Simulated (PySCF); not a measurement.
Mean polarisability (bohr³) of eight silicon and germanium compounds: PBE beside M06-2X, computed with PySCF for isolated molecules in the bases named; differences from unrounded values. The eight are the first of their class met in an unordered collection, after screening for sound electronic states; none was chosen by its value. Each molecule has one DFT geometry for both levels.

| molecule | basis | M06-2X | PBE | difference |
|---|---|---|---|---|
| silylarsine (AsH5Si), SMILES [SiH3][AsH2] | def2-TZVPD | 64.9 | 67.2 | 2.3 |
| C2H9NOSi, SMILES CC[Si@@H](N)O | def2-TZVP | 59.7 | ? | ? |
| CH₈SSi₂, SMILES [SiH2](C)S[SiH3] | def2-TZVP | 84.7 | 88.2 | 3.6 |
| GeF₂ClBr, SMILES [F][Ge]([F])([Cl])[Br] | def2-TZVP | 54.9 | ? | ? |
| C₂H₆ClFSi₂, SMILES F[SiH2]/C=C(/[SiH3])Cl | def2-TZVP | 86.9 | 92.0 | 5.1 |
| CH₅FO₂Si₂, SMILES F[Si@H](C(O)=O)[SiH3] | def2-TZVP | 71.0 | ? | ? |
| Cl3GeH3Si, SMILES [Cl][Ge]([Cl])([Cl])[SiH3] | def2-TZVP | 93.7 | 98.7 | 5.1 |
| FH6NSi2, SMILES N[SiH2][SiH2]F | def2-TZVP | 62.4 | 66.3 | 3.9 |

**Question.** Complete the blanks. (An estimate is asked for; the answer gives what the named calculation found.)

**Answer.** 
- GeF₂ClBr, SMILES [F][Ge]([F])([Cl])[Br], PBE: 58.6
- GeF₂ClBr, SMILES [F][Ge]([F])([Cl])[Br], difference: 3.7
- C2H9NOSi, SMILES CC[Si@@H](N)O, PBE: 63.3
- C2H9NOSi, SMILES CC[Si@@H](N)O, difference: 3.6
- CH₅FO₂Si₂, SMILES F[Si@H](C(O)=O)[SiH3], PBE: 76.1
- CH₅FO₂Si₂, SMILES F[Si@H](C(O)=O)[SiH3], difference: 5.1

PBE lies below M06-2X in 0 and above it in 8 of the eight; the mean signed difference is 4.0 and the largest 5.1 bohr³.
